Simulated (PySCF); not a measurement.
**A thermochemical cycle for BBr**

PBE in PySCF with def2-TZVPPD on every atom, for the lowest determinant that a PBE0 search found; no spin–orbit coupling. BBr, a singlet (closed shell), has De = 4.80 eV to neutral atoms, and BBr⁺, a doublet (σ ↑), has De = 4.04 eV to B⁺ + Br.

At the same level the B atom ionises at 8.66 eV.

What is the adiabatic ionisation energy of the molecule, and does ionisation strengthen or weaken the bond?

IE = IE(B) + De(neutral) − De(ion) = 8.66 + 4.80 − 4.04 = 9.42 eV. De changes by -0.76 eV, so ionisation weakens the bond.

Spin–orbit coupling is left out. For an ion De counts to the pair picked by the measured ionisation energies or electron affinities, which need not be the lowest pair at this level. States were picked by a PBE0 search and need not be the measured ground states.
